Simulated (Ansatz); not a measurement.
`B[NH][AlH][SeH]` + `[SiH3]C=S` → `S=C[SiH2][SeH]` + `B[NH][AlH2]`  (formal exchange of groups at the Se–Al bond)

Isolated molecules relaxed with PBE0-D4/def2-TZVP in Ansatz; ΔE leaves out vibrations. CCSD(T)/CBS adds triple-zeta CCSD(T) − MP2 to the extrapolated MP2 energy (def2 sets, frozen cores). DFT in def2-TZVPP. B3LYP here is the variant with VWN-RPA as its local correlation; programs differ in this. For Se outer-core shells are correlated without core-valence functions, which leaves a few kJ/mol of doubt a bond. Scalar relativity is left out up to krypton. One conformer a species, not always the lowest.

Task: Is it downhill or uphill in electronic energy at CCSD(T)/CBS, and by how much? (Best estimate.)

Result: Computed: Uphill: ΔE = +61.4 kJ/mol.

Task: What do these levels give: PBE-D4, r2SCAN-D4, PBE0-D4, B2PLYP, PBE, B3LYP, HF/def2-TZVPP, MP2/def2-TZVPP, SCS-MP2/def2-TZVPP, MP2/def2-QZVPP, SCS-MP2/def2-QZVPP, HF/CBS(def2)? (Estimate.)

Result: The calculation gave: PBE-D4 56.9, r2SCAN-D4 61.8, PBE0-D4 59.1, B2PLYP 61.9, PBE 58.9, B3LYP 61.8, HF/def2-TZVPP 66.5, MP2/def2-TZVPP 60.8, SCS-MP2/def2-TZVPP 61.2, MP2/def2-QZVPP 59.5, SCS-MP2/def2-QZVPP 60.0, HF/CBS(def2) 65.8 kJ/mol.

Largest T1 diagnostic among the species: 0.015.

The D4 term adds −3.4 kJ/mol with B3LYP and −1.8 kJ/mol with PBE0; it sums over pairs of atoms, weighted by their polarisabilities, and B3LYP, whose exchange is more repulsive, gets the larger term. In def2-TZVPP, CCSD(T) changes the Hartree–Fock value by −3.2 kJ/mol (the triples alone add −0.7 kJ/mol) and MP2 by −5.7 kJ/mol.
